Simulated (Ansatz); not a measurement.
`CSB(F)F` + `N[SiH](S)Cl` → `CN[SiH](S)Cl` + `FB(F)S`  (substitution at a C–S bond)

Calculated with Ansatz (gas phase, PBE0-D4/def2-TZVP geometries, no zero-point term in ΔE). CBS: MP2 limit from def2 TZ/QZ plus the TZ coupled-cluster correction, frozen cores. This one scheme is used for every species. DFT in def2-TZVPP. B3LYP here is the variant with VWN-RPA as its local correlation; programs differ in this. Each species was taken in one conformer, which may not be the lowest.

`CSB(F)F`:

Cartesian coordinates in Å:
```
C -0.670 -0.864 -0.593
S -0.624 0.937 -0.404
B 0.774 1.136 0.697
F 1.134 2.347 1.081
F 1.475 0.109 1.150
H 0.263 -1.233 -1.014
H -1.486 -1.082 -1.280
H -0.865 -1.349 0.362
```

`N[SiH](S)Cl`:

Cartesian coordinates in Å:
```
N -0.912 0.047 -1.087
Si 0.353 -0.241 0.001
S 0.709 1.619 0.962
Cl -0.008 -1.653 1.471
H -1.060 -0.561 -1.876
H -1.760 0.503 -0.793
H 1.495 -0.776 -0.767
H 1.183 1.062 2.088
```

`CN[SiH](S)Cl`:

Cartesian coordinates in Å:
```
C -1.388 -0.188 0.858
N -0.417 0.764 0.357
Si 0.897 0.415 -0.650
S 2.036 -1.103 0.309
Cl 0.410 -0.294 -2.535
H -2.292 -0.231 0.240
H -0.945 -1.185 0.870
H -1.678 0.055 1.883
H -0.731 1.722 0.376
H 1.621 1.683 -0.871
H 2.486 -1.638 -0.837
```

`FB(F)S`:

Cartesian coordinates in Å:
```
F -1.482 0.958 0.339
B -0.523 0.125 -0.012
F -0.848 -0.939 -0.722
S 1.170 0.475 0.491
H 1.683 -0.618 -0.096
```

```
             level  ΔE (eV)
               PBE     0.32
             B3LYP     0.30
SCS-MP2/def2-TZVPP     0.28
   CCSD/def2-TZVPP     0.26
CCSD(T)/def2-TZVPP     0.27
     HF/def2-QZVPP     0.28
      HF/CBS(def2)     0.28
     MP2/CBS(def2)     0.33
```

Question: What does CCSD(T)/CBS give? (Estimate.)

Answer: Ansatz gave: +0.30 eV. The listed levels differ from it by 0.02, 0.00, -0.02, -0.04, -0.03, -0.02, -0.02, 0.03 eV.

Largest T1 diagnostic among the species: 0.013.
